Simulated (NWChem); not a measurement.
System: BO cation

NWChem input:

```
start job
memory heap 200 mb stack 900 mb global 1100 mb
charge 1
geometry units angstroms noautoz
  B      0.000000     0.000000    -0.725316
  O      0.000000     0.000000     0.461112
end
basis spherical
  * library 6-311++g**
end
dft
  xc xpbe96 cpbe96
  iterations 150
  mulliken
end
task dft energy
```

Parts of the log:

```
             Northwest Computational Chemistry Package (NWChem) 7.3.0
             --------------------------------------------------------

 ORDER OF PRIMARY AXIS IS BEING SET TO 4
 C4V symmetry detected

                             Geometry "geometry" -> ""
                             -------------------------

 Output coordinates in angstroms (scale by  1.889725989 to convert to a.u.)

  No.       Tag          Charge          X              Y              Z
 ---- ---------------- ---------- -------------- -------------- --------------
    1 B                    5.0000     0.00000000     0.00000000    -0.73010954
    2 O                    8.0000     0.00000000     0.00000000     0.45631846

 Effective nuclear repulsion energy (a.u.)      17.8410236104

      Symmetry information
      --------------------

 Group name             C4v
 Group number             18
 Group order               8
 No. of unique centers     2

  pbe96 is a nonlocal functional; adding pw91lda local functional.

                                 NWChem DFT Module
                                 -----------------

 Summary of "ao basis" -> "ao basis" (spherical)
 ------------------------------------------------------------------------------
       Tag                 Description            Shells   Functions and Types
 ---------------- ------------------------------  ------  ---------------------
 B                         6-311++g**               10       22   5s4p1d
 O                         6-311++g**               10       22   5s4p1d

      Symmetry analysis of basis
      --------------------------

        a1         20
        a2          0
        b1          2
        b2          2
        e          20

            General Information
            -------------------
          SCF calculation type: DFT
          Wavefunction type:  closed shell.
          No. of atoms     :     2
          No. of electrons :    12
           Alpha electrons :     6
            Beta electrons :     6
          Charge           :     1
          Spin multiplicity:     1
          Use of symmetry is: on ; symmetry adaption is: on
          Maximum number of iterations: 150
          AO basis - number of functions:    44
                     number of shells:    20
          Convergence on energy requested:  1.00D-06
          Convergence on density requested:  1.00D-05
          Convergence on gradient requested:  5.00D-04

              XC Information
              --------------
          PerdewBurkeErnzerhof Exchange Functional  1.000
            Perdew 1991 LDA Correlation Functional  1.000 local
           PerdewBurkeErnz. Correlation Functional  1.000 non-local

             Grid Information
             ----------------
          Grid used for XC integration:  medium
          Radial quadrature: Mura-Knowles
          Angular quadrature: Lebedev.
          Tag              B.-S. Rad. Rad. Pts. Rad. Cut. Ang. Pts.
          ---              ---------- --------- --------- ---------
          B                   0.85       49          10.0       434
          O                   0.60       49           9.0       434
          Grid pruning is: on
          Number of quadrature shells:    98
          Spatial weights used:  Erf1

      Superposition of Atomic Density Guess
      -------------------------------------

 Sum of atomic energies:         -99.31120197

 Renormalizing density from      13.00 to     12

      Non-variational initial energy
      ------------------------------

 Total energy =     -94.303983
 1-e energy   =    -157.106979
 2-e energy   =      44.961973
 HOMO         =      -1.158572
 LUMO         =      -0.670999

      Symmetry analysis of molecular orbitals - initial
      -------------------------------------------------

 !! scf_movecs_sym_adapt:    4 vectors were symmetry contaminated

  Symmetry fudging

 !! scf_movecs_sym_adapt:    2 vectors were symmetry contaminated

  Numbering of irreducible representations:

     1 a1          2 a2          3 b1          4 b2          5 e

  Orbital symmetries:

     1 a1          2 a1          3 a1          4 a1          5 e
     6 e           7 a1          8 e           9 e          10 a1
    11 e          12 e          13 a1         14 a1         15 e
    16 e

     ---------------------------------------------
      Total Density - Mulliken Population Analysis
     ---------------------------------------------

    Atom       Charge   Shell Charges
 -----------   ------   -------------------------------------------------------
    1 B    5     3.05   1.14  0.86  0.17  0.41  0.27  0.04  0.03  0.01  0.01  0.11
    2 O    8     8.95   1.09  0.91  1.35  1.22  2.65  0.63  1.13 -0.03 -0.01  0.01

   convergence    iter        energy       DeltaE   RMS-Dens  Diis-err
 ---------------- ----- ----------------- --------- --------- ---------
 d= 0,ls=0.0,diis     1    -98.8287465395 -1.17D+02  6.38D-02  5.99D+00
 d= 0,ls=0.0,diis     2    -91.7126730791  7.12D+00  6.02D-02  3.60D+01
 d= 0,ls=0.0,diis     3    -99.3419275713 -7.63D+00  1.55D-02  7.20D-01
 d= 0,ls=0.0,diis     4    -99.4580816428 -1.16D-01  4.20D-03  3.05D-02
 d= 0,ls=0.0,diis     5    -99.4611377385 -3.06D-03  4.23D-04  8.83D-04
  Resetting Diis
 d= 0,ls=0.0,diis     6    -99.4612002714 -6.25D-05  1.64D-04  1.40D-04
 d= 0,ls=0.0,diis     7    -99.4612154491 -1.52D-05  1.67D-04  8.19D-06
 d= 0,ls=0.0,diis     8    -99.4611954032  2.00D-05  1.48D-04  2.03D-04
 d= 0,ls=0.0,diis     9    -99.4612162186 -2.08D-05  7.64D-06  3.05D-07
 d= 0,ls=0.0,diis    10    -99.4612162515 -3.29D-08  1.40D-06  6.24D-09

         Total DFT energy =      -99.461216251491
      One electron energy =     -166.746278840079
           Coulomb energy =       61.586560370308
    Exchange-Corr. energy =      -12.142521392076
 Nuclear repulsion energy =       17.841023610356

 Numeric. integr. density =       12.000000499234

[...]
```

Level: PBE/6-311++G** (spherical d). Structure relaxed at the PBE0/def2-SVP level.
